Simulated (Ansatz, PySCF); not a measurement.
This PySCF input computes a PBE0/def2-TZVPD energy:

```python
from pyscf import gto, scf, dft

mol = gto.M(
    atom='''
    Sn   -0.00000000   -0.00000000   -0.00000000
    H     0.01229980    0.01135681    1.87957196
    H    -0.01229980   -0.01135681   -1.87957196
    H     1.77645116   -0.00682920   -0.01158372
    H    -0.88237217    1.54187106   -0.00354216
    H    -0.89407900   -1.53504186    0.01512588
    ''',
    basis='def2-tzvpd',
    ecp='def2-tzvp',
    charge=-1,
    spin=0,
    verbose=4,
)

mf = dft.RKS(mol, xc='pbe0').density_fit(auxbasis='def2-universal-jkfit')
mf.grids.level = 3
mf.conv_tol = 1e-9
mf.max_cycle = 100
mf.max_memory = 1500
mf.kernel()
if not mf.converged:
    mf = mf.newton()
    mf.kernel(mf.make_rdm1())
mf.analyze()
```

Problem. Write an input for the same energy in Ansatz (a first-principles code) and say what it gives.

Solution. 
Ansatz 0.2 input:
```yaml
crystal:
  periodic: [false, false, false]
  atoms:
    - {symbol: Sn, position_ang: [-0.00000000, -0.00000000, -0.00000000]}
    - {symbol: H, position_ang: [0.01229980, 0.01135681, 1.87957196]}
    - {symbol: H, position_ang: [-0.01229980, -0.01135681, -1.87957196]}
    - {symbol: H, position_ang: [1.77645116, -0.00682920, -0.01158372]}
    - {symbol: H, position_ang: [-0.88237217, 1.54187106, -0.00354216]}
    - {symbol: H, position_ang: [-0.89407900, -1.53504186, 0.01512588]}
basis:
  gaussian:
    orbitals: def2-TZVPD
hamiltonian:
  xc: {name: PBE0}
total_charge: -1
output: {forces: true}
```
It gives -217.23453 Eh, and PySCF -217.23458 Eh, a difference of 0.05 mEh, from the treatment of integrals and grids.
